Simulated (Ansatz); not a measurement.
B(Cl)(OH)(OMe) (CH4BClO2), SMILES COB(O)Cl. Atoms are numbered in the order given.

```xyz
9

B      0.0796     0.1947     0.0753
Cl    -0.2005    -0.3353     1.7507
O      0.6020     1.4193    -0.1759
H      0.7807     1.9187     0.6262
O     -0.2454    -0.6584    -0.9064
C     -0.0667    -0.3460    -2.2676
H      0.6513    -1.0530    -2.7109
H     -1.0287    -0.4577    -2.7901
H      0.3047     0.6796    -2.4099
```
Charge 0, spin multiplicity 1.

Coordinates come from a PBE0-D3(BJ)/def2-SVP optimisation. Other conformers were not sampled.

Two levels are set side by side: PBE-D3(BJ)/def2-SVP (Ansatz, a quantum-chemistry and plane-wave program) and PBE0-D3(BJ)/def2-SVP (Ansatz). Each level has its own optimised geometry; the coordinates shown are those of the second. Differences are taken from unrounded values.

```csv
quantity,PBE0-D3(BJ)
mean bond length (Å),1.268
bond B1–Cl2 (Å),1.779
bond B1–O3 (Å),1.355
bond B1–O5 (Å),1.341
bond O5–C6 (Å),1.408
bond O3–H4 (Å),0.962
bond C6–H7 (Å),1.101
bond C6–H8 (Å),1.100
bond C6–H9 (Å),1.100
```

What does PBE-D3(BJ) give, and how far is it from PBE0-D3(BJ)? (An estimate is asked for; the answer gives what the named calculation found.)


```
quantity              PBE-D3(BJ)  PBE-D3(BJ) minus PBE0-D3(BJ)
--------------------  ----------  ----------------------------
mean bond length (Å)       1.279                         0.011
bond B1–Cl2 (Å)            1.790                         0.010
bond B1–O3 (Å)             1.367                         0.012
bond B1–O5 (Å)             1.353                         0.012
bond O5–C6 (Å)             1.422                         0.014
bond O3–H4 (Å)             0.973                         0.011
bond C6–H7 (Å)             1.110                         0.009
bond C6–H8 (Å)             1.109                         0.009
bond C6–H9 (Å)             1.109                         0.009
```

GGA bonds tend to be longer and softer than those of functionals with exact exchange. Differences between two approximate levels are no errors against the true value.
